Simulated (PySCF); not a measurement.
C6H10NO2 (charge -1).
SMILES with atom numbers: `[CH3:1][NH:2][CH2:3]/[C:4]([O-:5])=[CH:6]/[C:7]([CH3:8])=[O:9]` (hydrogens: H10, H11, H12 on C1; H13 on N2; H14, H15 on C3; H16 on C6; H17, H18, H19 on C8)

Computed with PBE0-D3(BJ)/def2-SVP geometry optimisation, gas phase in PySCF 2.14.0.

(1) List the bond lengths, angles and torsions at this level.

## Answers

(1) 
```
                  bond  length (pm)
                 C1–N2        144.6
                 N2–C3        145.1
                 C3–C4        155.1
                 C4–O5        125.2
                 C4=C6        140.5
                 C6–C7        143.0
                 C7–C8        152.5
                 C7=O9        123.8
C1–H10, C1–H11, C1–H12        110.6
                N2–H13        102.8
        C3–H14, C3–H15        110.5
                C6–H16        109.6
C8–H17, C8–H18, C8–H19        110.1
```

Bonds in one row agree within 1 pm and their mean is given. A selection of angles:
```
     angle  degrees
 N2–C1–H10    110.2
 N2–C1–H11    114.4
H10–C1–H11    107.3
  C1–N2–C3    111.7
 C1–N2–H13    106.0
 C3–N2–H13    101.7
  N2–C3–C4    111.8
 N2–C3–H14    109.3
 N2–C3–H15    110.7
 C4–C3–H14    107.4
 C4–C3–H15    111.2
H14–C3–H15    106.3
  C3–C4–O5    114.7
  C3–C4–C6    116.4
  O5–C4–C6    128.8
  C4–C6–C7    127.5
 C4–C6–H16    117.9
 C7–C6–H16    114.6
  C6–C7–C8    118.1
  C6–C7–O9    123.5
  C8–C7–O9    118.4
 C7–C8–H17    108.2
 C7–C8–H18    111.6
 C7–C8–H19    110.4
H17–C8–H18    111.8
H17–C8–H19    110.1
H18–C8–H19    104.8
```

Dihedral angles: C1–N2–C3–C4 80° (synclinal); N2–C3–C4–O5 22° (synperiplanar); C3–C4–C6–C7 -176° (antiperiplanar); C4–C6–C7–C8 -1° (synperiplanar). The mirror-image conformer, all signs reversed, is as good.

N2 (secondary amine nitrogen) is pyramidal (angles 111.7°, 106.0° and 101.7°, sum 319.4°, 0.48 Å off the plane of its three neighbours). Of the pairs four or more bonds apart, those above aside, O5···C8 is among the closest relative to their van der Waals radii: 2.88 Å, 89 % of the sum of Bondi's values. C6 (carbon bonded to 2 C and H) is planar (angles 127.5°, 117.9° and 114.6°, sum 360.0°, 0.00 Å off the plane of its three neighbours). C4 (vinylic carbon bearing oxygen) is planar (angles 128.8°, 116.4° and 114.7°, sum 360.0°, 0.01 Å off the plane of its three neighbours). The C–C distances run from 1.405 Å (C4=C6, drawn double in one of several resonance forms) to 1.551 Å (C3–C4, drawn single), a spread of 0.146 Å. H13 on N2 lies 2.07 Å from O5, 4 bonds away (angle at H 114°; Bondi radii sum to 2.72 Å). C7 (ketone carbonyl carbon) is planar (angles 123.5°, 118.4° and 118.1°, sum 360.0°, 0.00 Å off the plane of its three neighbours).

Point group: C1 (no symmetry element, even within 0.4 Å). PBE0-D3(BJ)/def2-SVP frequencies: not computed here.
